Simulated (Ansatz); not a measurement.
System: SiPH4, charge -1, singlet. SiPH4- (SMILES P[SiH2-]).
B3LYP-D3(BJ)/def2-TZVP minimum from Ansatz (a quantum-chemistry and plane-wave program):
```xyz
6

Si    -1.1864    -0.2078     0.2992
P      1.1021     0.1832    -0.2754
H     -1.6674     0.5236    -0.9702
H     -1.2308     1.0794     1.1471
H      1.2880    -0.9762    -1.0884
H      1.6884    -0.4665     0.8532
```
Charge -1, spin multiplicity 1.

Total energies in aug-cc-pV(D+d)Z, 14 correlated electrons, 10 frozen orbitals. UHF or UKS for unpaired electrons; spin-orbit terms are left out. Cores are frozen in correlated methods. No relativity.

| method | program | energy (Eh) | minus CCSDT(Q) (mEh) |
|---|---|---|---|
| HF | Ansatz | -631.98805 | 317.55 |
| MP2 | Ansatz | -632.24488 | 60.73 |
| CCSD | Ansatz | -632.29196 | 13.64 |
| CCSD(T) | Ansatz | -632.30341 | 2.19 |
| CCSDT(Q) | Ansatz | -632.30560 | 0.00 |

Rough core times of Ansatz's runs on a shared machine: CCSD(T) under 20 s, CCSDT(Q) 7 min.
